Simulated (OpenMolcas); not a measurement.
## Levels of Au VII by method

```json
{
 "Program": "OpenMolcas 26.06",
 "Basis": "ANO-RCC-VQZP [9s8p6d4f2g1h]",
 "Scalar Hamiltonian": "DKH2, point nucleus",
 "Active space": "5 electrons in 10 orbitals (5d 6d)",
 "State averaging": "2S+1 = 6 even, 1 root; 2S+1 = 4 even, 24 roots; 2S+1 = 2 even, 70 roots",
 "Spin-orbit coupling": "state interaction with AMFI integrals over the reference wave functions, term energies averaged over their components"
}
```

Methods on the same reference wave functions:
A. CASSCF
B. SS-CASPT2, IPEA 0.25 Eh, imaginary shift 0.1 Eh (closed shells correlated: 5s 5p)
C. MS-CASPT2, IPEA 0.25 Eh, imaginary shift 0.1 Eh (closed shells correlated: 5s 5p)

Energies in cm-1 above 5d5 6S 5/2.

| Level | A | B | C |
| --- | --- | --- | --- |
| 5d5 6S 5/2 | 0.0 | 0.0 | 0.0 |
| 5d5 4G 7/2 [57 %] | 30882 | 27430 | 27420 |
| 5d5 4G 11/2 [71 %] | 32538 | 29530 | 29520 |
| 5d5 4G 9/2 | 34292 | 31110 | 31110 |
| 5d5 4P 1/2 [59 %] | 37122 | 33150 | 33150 |
| 5d5 4D 7/2 [54 %] | 42215 | 38000 | 38010 |
| 5d5 2I 11/2 [68 %] | 47673 | 44430 | 44430 |
| 5d5 4D 1/2 [67 %] | 48609 | 44340 | 44340 |
| 5d5 2I 13/2 | 52701 | 49430 | 49430 |
| 5d5 4F 3/2 [50 %] | 53135 | 48380 | 48380 |
| 5d5 2H 9/2 [52 %] | 61636 | 57040 | 57040 |
| 5d5 2G 7/2(1) [56 %] | 64319 | 58210 | 58180 |
| 5d5 2F 7/2(1) [55 %] | 69499 | 64250 | 64170 |
| 5d5 2S 1/2 [75 %] | 74043 | 65800 | 65790 |
| 5d5 2H 11/2 [68 %] | 74427 | 70580 | 70580 |
| 5d5 2D 3/2(2) | 84561 | 76820 | 76790 |

Between B and C the level of the table that moves most is 5d5 2F 7/2(1) [55 %], by 84 cm-1 (lowest in C, highest in B). Moves below CASPT2's spread within the term are not significant.

From A to B the spin-free energies of the other terms of 5d5 shown, above 6S, scale by factors of 0.86 to 0.91, as is usual when dynamic correlation screens the repulsion within a d or f shell.

The lowest spin-free term lies below A's lowest term by 0.319 hartree in B, 0.319 hartree in C.

CASPT2 does not keep the components of a term degenerate, so their means are used; among the terms shown or strongly mixed into the levels shown the widest spread is 660 cm-1 (5d5 2I, C). Active for correlation alone: 6d; no level in the range computed is led by a configuration that fills it, so any true level of that kind is missing. Without dynamic correlation excited terms often stand tens of per cent too high (terms of higher spin than the ground term too low), and those without a measured partner can miss by more than the paired ones (holds for A). Only configurations of the active space appear. Levels that lie high or do not pair safely by name in every column are left out.

A share in square brackets marks a mixed level and gives the weight of the term that names it, the lowest over the columns. A number in round brackets counts repeated terms of one configuration in the order of the reference energies.
